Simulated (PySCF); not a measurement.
Tl (thallium, neutral): UHF calculation

Configuration: [Xe] 4f14 5d10 6s1 6p2, high-spin 4P determinant (an excited configuration). Computed with PySCF 2.14 in aug-cc-pVQZ-PP with ECP60MDF, with scalar relativity through the core potential.

| Quantity | Value |
| --- | --- |
| Total energy | -171.357478 hartree |
| One-electron energy | -300.1897 hartree |
| Hartree (Coulomb) energy | 142.8549 hartree |
| Exchange energy | -14.0226 hartree |
| ⟨S²⟩ | 3.7579 |
| ⟨L²⟩ | 2.025 |
| Sum of ⟨r⟩ | 31.43 bohr |
| Sum of ⟨r²⟩ | 66.22 bohr² |
| Traceless quadrupole moment −½Σ⟨3z² − r²⟩ along its main axis | 5.86 e·bohr² |

| shell | electrons | mean orbital energy (eV) | spread (eV) | rms radius, mean of both spins (bohr) |
| --- | --- | --- | --- | --- |
| 5s α | 1 | -155.16 | 0 | 0.952 |
| 5s β | 1 | -154.82 | 0 | 0.952 |
| 5p α | 3 | -95.929 | 0.142 | 1.09 |
| 5p β | 3 | -95.839 | 0.351 | 1.09 |
| 5d α | 5 | -24.545 | 0.281 | 1.49 |
| 5d β | 5 | -24.016 | 0.526 | 1.49 |
| 6s α | 1 | -15.709 | 0 | 2.75 |
| 6p α | 2 | -6.685 | 0 | 3.72 |

Energies and moments cover only the electrons outside the core potential. Spin-orbit coupling is strong in this species (close to jj coupling), so the high-spin LS determinant is a model state, not a physical level.
